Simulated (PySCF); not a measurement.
silicon monosulfide (SSi), singlet, geometry from GFN2-xTB; HF/6-31G* (PySCF).

PySCF was given this input:
```python
from pyscf import gto, scf

mol = gto.Mole()
mol.atom = '''
    Si   -0.00000000   -0.00000000   -1.06660351
    S     0.00000000    0.00000000    0.93327807
'''
mol.basis = '6-31g*'
mol.verbose = 4
mol.build()

mf = scf.RHF(mol)
mf.kernel()
mf.analyze()
```

What the program printed (banner, timings and long lists left out):

```
PySCF version 2.14.0

[INPUT] verbose = 4
[INPUT] num. atoms = 2
[INPUT] num. electrons = 30
[INPUT] charge = 0
[INPUT] spin (= nelec alpha-beta = 2S) = 0
[INPUT] symmetry False subgroup None
[INPUT] Mole.unit = angstrom
[INPUT] Symbol           X                Y                Z      unit          X                Y                Z       unit  Magmom
[INPUT]  1 Si     0.000000000000   0.000000000000  -1.066603510000 AA    0.000000000000   0.000000000000  -2.015588517400 Bohr   0.0
[INPUT]  2 S      0.000000000000   0.000000000000   0.933278070000 AA    0.000000000000   0.000000000000   1.763639950363 Bohr   0.0

nuclear repulsion = 59.2713570800927
number of shells = 16
number of NR pGTOs = 102
number of NR cGTOs = 36
basis = 6-31g*
ecp = {}

******** <class 'pyscf.scf.hf.RHF'> ********
method = RHF
initial guess = minao
damping factor = 0
level_shift factor = 0
DIIS = <class 'pyscf.scf.diis.CDIIS'>
diis_start_cycle = 1
diis_space = 8
diis_damp = 0
SCF conv_tol = 1e-09
SCF conv_tol_grad = None
SCF max_cycles = 50
direct_scf = True
direct_scf_tol = 1e-13
Set gradient conv threshold to 3.16228e-05
Initial guess from minao.
init E= -686.332806746309
  HOMO = -0.272300296952422  LUMO = -0.0259255379473233  gap/eV = 6.70420
cycle= 1 E= -686.368122924191  delta_E= -0.0353  |g|= 0.375  |ddm|= 1.56
  HOMO = -0.329576185668576  LUMO = -0.0154888606324667  gap/eV = 8.54675
cycle= 2 E= -686.393035452196  delta_E= -0.0249  |g|= 0.328  |ddm|= 1.03
  HOMO = -0.379333434160353  LUMO = 0.00857276323912671  gap/eV = 10.55547
cycle= 3 E= -686.434906192411  delta_E= -0.0419  |g|= 0.0239  |ddm|= 0.454
  HOMO = -0.378495496346663  LUMO = 0.016480539094726  gap/eV = 10.74785
cycle= 4 E= -686.435312430459  delta_E= -0.000406  |g|= 0.00628  |ddm|= 0.071
  HOMO = -0.379746339838014  LUMO = 0.0152186556080216  gap/eV = 10.74754
cycle= 5 E= -686.435334841861  delta_E= -2.24e-05  |g|= 0.00184  |ddm|= 0.0146
  HOMO = -0.379334323342981  LUMO = 0.0149312624703138  gap/eV = 10.72851
cycle= 6 E= -686.435337321324  delta_E= -2.48e-06  |g|= 0.000672  |ddm|= 0.00507
  HOMO = -0.379389339140016  LUMO = 0.0148768786678624  gap/eV = 10.72853
cycle= 7 E= -686.435337835676  delta_E= -5.14e-07  |g|= 0.000158  |ddm|= 0.00287
  HOMO = -0.3793451079293  LUMO = 0.0148846707577716  gap/eV = 10.72754
cycle= 8 E= -686.435337869443  delta_E= -3.38e-08  |g|= 1.3e-05  |ddm|= 0.000891
  HOMO = -0.379349190740901  LUMO = 0.0148847254660561  gap/eV = 10.72765
cycle= 9 E= -686.435337869566  delta_E= -1.22e-10  |g|= 2.39e-06  |ddm|= 4.11e-05
  HOMO = -0.379349317185691  LUMO = 0.0148843292574786  gap/eV = 10.72764
Extra cycle  E= -686.435337869569  delta_E= -3.75e-12  |g|= 8.77e-07  |ddm|= 5.22e-06
converged SCF energy = -686.435337869569
**** SCF Summaries ****
Total Energy =                        -686.435337869569366
Nuclear Repulsion Energy =              59.271357080092713
One-electron Energy =                -1068.756615477199148
Two-electron Energy =                  323.049920527537154
Two-electron Coulomb Energy =          368.386874364748905
DFT Exchange-Correlation Energy =      -45.336953837211752
HOMO-LUMO gap [eV] =                    10.727643935437280
**** MO energy ****
MO #1   energy= -91.9262232501497  occ= 2
MO #2   energy= -68.8413576352899  occ= 2
MO #3   energy= -8.94202328513053  occ= 2
MO #4   energy= -6.6228073931134   occ= 2
MO #5   energy= -6.62161768032406  occ= 2
MO #6   energy= -6.62161768032405  occ= 2
MO #7   energy= -6.19713855682977  occ= 2
MO #8   energy= -4.29786198682355  occ= 2
MO #9   energy= -4.29786198682354  occ= 2
MO #10  energy= -4.29664931648614  occ= 2
MO #11  energy= -0.93334857700863  occ= 2
MO #12  energy= -0.578657031389777 occ= 2
MO #13  energy= -0.392522478967914 occ= 2
MO #14  energy= -0.379349317185693 occ= 2
MO #15  energy= -0.379349317185691 occ= 2
MO #16  energy= 0.0148843292574786 occ= 0
MO #17  energy= 0.014884329257483  occ= 0
MO #18  energy= 0.141358534132645  occ= 0
MO #19  energy= 0.278814946691777  occ= 0
MO #20  energy= 0.371755230091884  occ= 0
MO #21  energy= 0.371755230091902  occ= 0
MO #22  energy= 0.37861778132339   occ= 0
MO #23  energy= 0.520620659628783  occ= 0
 ** Mulliken pop on meta-lowdin orthogonal AOs  **
 ** Mulliken pop  **
pop of  0 Si 1s           2.00000
pop of  0 Si 2s           1.99997
pop of  0 Si 3s           1.75597
pop of  0 Si 4s           0.01740
pop of  0 Si 2px          1.99999
pop of  0 Si 2py          1.99999
pop of  0 Si 2pz          1.99999
pop of  0 Si 3px          0.41238
pop of  0 Si 3py          0.41238
pop of  0 Si 3pz          0.96228
pop of  0 Si 4px          0.00011
pop of  0 Si 4py          0.00011
pop of  0 Si 4pz          0.01519
pop of  0 Si 3dxy         0.00000
pop of  0 Si 3dyz         0.00967
pop of  0 Si 3dz^2        0.01366
pop of  0 Si 3dxz         0.00967
pop of  0 Si 3dx2-y2      0.00000
pop of  1 S 1s            2.00000
pop of  1 S 2s            1.99999
pop of  1 S 3s            1.78150
pop of  1 S 4s            0.00624
pop of  1 S 2px           1.99999
pop of  1 S 2py           1.99999
pop of  1 S 2pz           1.99998
pop of  1 S 3px           1.57229
pop of  1 S 3py           1.57229
pop of  1 S 3pz           1.43268
pop of  1 S 4px           0.00119
pop of  1 S 4py           0.00119
pop of  1 S 4pz           0.00439
pop of  1 S 3dxy          0.00000
pop of  1 S 3dyz          0.00438
pop of  1 S 3dz^2         0.01079
pop of  1 S 3dxz          0.00438
pop of  1 S 3dx2-y2       0.00000
 ** Mulliken atomic charges  **
charge of    0Si =      0.39125
charge of    1S =     -0.39125
Dipole moment(X, Y, Z, Debye): -0.00000, -0.00000, -2.92662
```
